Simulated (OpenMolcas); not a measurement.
## 4d4 along the 40-electron sequence

```
Program             : OpenMolcas 26.06
Method              : RASSCF
Basis               : ANO-RCC-VQZP
Scalar Hamiltonian  : DKH2, point nucleus
Spin-orbit coupling : state interaction with AMFI integrals over the reference wave functions, term energies averaged over their components
```

Active space for each ion: 10 electrons in 8 orbitals (RAS1 4p, at most 2 holes; RAS2 4d).

Computed levels in cm-1 above 5D0:

```tsv
Level	Mo2+	Tc3+	Ru4+	Rh5+	Pd6+	Ag7+
5D1	238	344	486	669	906	1223
5D2	668	948	1309	1756	2314	3021
5D3	1241	1732	2346	3080	3972	5060
5D4	1919	2641	3520	4546	5762	7201
3P0(1)	14290	16165	17835	19376	20925	22356
3P1(1)	15612	18010	20317	22593	24986	27389
3H4	16723	19204	21444	23520	25583	27499
3H5	17337	20122	22754	25306	27937	30541
3P2(1)	17594	20681	23767	26893	30213	33617
weight of 5D in the lowest level (%)	99	98	97	96	95	93
```

Mixed levels, with the weight of the term that names them: Ru4+ 3H4 (74 %), Rh5+ 3H4 (70 %), Pd6+ 3H4 (67 %), Ag7+ 3H4 (64 %).

Measured, with the error of the calculation in %. Measured levels: Mo2+ from Sugar and Musgrove, J. Phys. Chem. Ref. Data 17, 155 (1988); Ag7+ from Atoms 5, 11 (2017), spectra Ag VII to Ag IX.

| Level | Mo2+ | Ag7+ |
| --- | --- | --- |
| 5D1 | 242 (-1.8) | 1340 (-8.7) |
| 5D2 | 668 (-0.1) | 3212 (-5.9) |
| 5D3 | 1224 (+1.4) | 5292 (-4.4) |
| 5D4 | 1872 (+2.5) | 7443 (-3.3) |
| 3P0(1) | 11149 (+28.2) | 21309 (+4.9) |
| 3P1(1) | 12510 (+24.8) | 26526 (+3.3) |
| 3H4 | 12680 (+31.9) | 23302 (+18.0) |
| 3H5 | 13276 (+30.6) | 26250 (+16.3) |
| 3P2(1) |  | 32134 (+4.6) |

The fine-structure level 5D4 changes by a factor of 3.75 from Mo2+ to Ag7+. Its fourth root runs 6.62, 7.17, 7.70, 8.21, 8.71, 9.21, with steps per unit of Z of 0.55, 0.53, 0.51, 0.50, 0.50; equal steps would mean a (Z - σ)^4 law with constant σ.

3P0(1) changes by a factor of 1.56 over the same range, with steps per unit of Z of +1880, +1670, +1540, +1550, +1430 cm-1.

Without dynamic correlation excited terms often stand tens of per cent too high (terms of higher spin than the ground term too low), and those without a measured partner can miss by more than the paired ones. Active for correlation alone: 4p; no level in the range computed is led by a configuration that opens it, so any true level of that kind is missing. Computed and measured levels are paired by configuration, term and J; levels that our copy of the source lacks, or whose pairing is in doubt (as where it misses far off the trend of its configuration), stay unpaired and out of the deviations. Levels of configurations outside the active space are missing.

A number in round brackets counts repeated terms of one configuration in the order of the reference energies.
